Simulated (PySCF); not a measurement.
## Ag⁻ (silver, charge -1) across methods

[Kr] 4d10 5s2, closed-shell 1S. Calculation: PySCF 2.14, in aug-cc-pwCVTZ-PP with ECP28MDF (8s8p7d4f3g, 122 functions); a scalar-relativistic core potential.

```json
{"method": "M06-L", "E (hartree)": "-147.0622", "mean ε 4p (eV)": "-55.506", "mean ε 4d (eV)": "-1.183", "mean ε 5s (eV)": "0.869", "Σ⟨r²⟩ (bohr²)": "71.41", "⟨S²⟩": "0.000"}
{"method": "PBE", "E (hartree)": "-146.9798", "mean ε 4p (eV)": "-54.000", "mean ε 4d (eV)": "-1.032", "mean ε 5s (eV)": "0.939", "Σ⟨r²⟩ (bohr²)": "73.72", "⟨S²⟩": "0.000"}
{"method": "LDA", "E (hartree)": "-146.7140", "mean ε 4p (eV)": "-53.869", "mean ε 4d (eV)": "-1.100", "mean ε 5s (eV)": "0.786", "Σ⟨r²⟩ (bohr²)": "71.54", "⟨S²⟩": "0.000"}
{"method": "r2SCAN", "E (hartree)": "-147.0071", "mean ε 4p (eV)": "-55.916", "mean ε 4d (eV)": "-1.226", "mean ε 5s (eV)": "0.813", "Σ⟨r²⟩ (bohr²)": "72.09", "⟨S²⟩": "0.000"}
{"method": "PBE0", "E (hartree)": "-146.9511", "mean ε 4p (eV)": "-58.262", "mean ε 4d (eV)": "-2.887", "mean ε 5s (eV)": "0.418", "Σ⟨r²⟩ (bohr²)": "74.39", "⟨S²⟩": "0.000"}
{"method": "UHF", "E (hartree)": "-146.05936", "mean ε 4p (eV)": "-70.925", "mean ε 4d (eV)": "-8.373", "mean ε 5s (eV)": "-0.597", "Σ⟨r²⟩ (bohr²)": "85.81", "⟨S²⟩": "0.000"}
```

Energies and moments cover only the electrons outside the core potential.

The highest occupied level is positive at M06-L, PBE, LDA, r2SCAN, PBE0: only the finite basis holds that electron, which in a density functional comes from self-interaction.
